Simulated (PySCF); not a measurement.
PySCF 2.14 output of an unrestricted B97-3 calculation on a single atom or ion in ANO-RCC-VTZP (8s7p5d3f2g1h, 104 functions), with the spin-free X2C one-electron Hamiltonian (Gaussian nucleus):

```
SCF conv_tol = 1e-09
number electrons alpha = 31  beta = 27
    T. W. Keal and D. J. Tozer.,  J. Chem. Phys. 123, 121103 (2005)
cycle= 1 E= -10017.6336698699  delta_E= -0.00839  |g|= 0.0339  |ddm|= 0.0816
cycle= 2 E= -10017.6337513387  delta_E= -8.15e-05  |g|= 0.0214  |ddm|= 0.0111
cycle= 3 E= -10017.633818165  delta_E= -6.68e-05  |g|= 0.00391  |ddm|= 0.0066
cycle= 4 E= -10017.6338205242  delta_E= -2.36e-06  |g|= 0.00016  |ddm|= 0.00102
cycle= 5 E= -10017.633820531  delta_E= -6.74e-09  |g|= 2.34e-05  |ddm|= 8.66e-05
cycle= 6 E= -10017.6338205312  delta_E= -2.02e-10  |g|= 3.38e-06  |ddm|= 1.59e-05
converged SCF energy = -10017.6338205312  <S^2> = 6.001918  2S+1 = 5.0007671
```

The run itself started from symmetry-adapted Hartree-Fock orbitals and held the occupation by maximum overlap, on a logarithmic radial grid, so the iterations belong to that start.

Task: Which element, charge and spin multiplicity is this?

Result: Pm³⁺ (promethium, charge +3), multiplicity 5; the state was [Xe] 4f4, one real determinant.

⟨L²⟩ = 34.01 against 42 for a pure I term, so this real determinant mixes terms. Spin-orbit coupling, absent here, splits the open shell strongly.
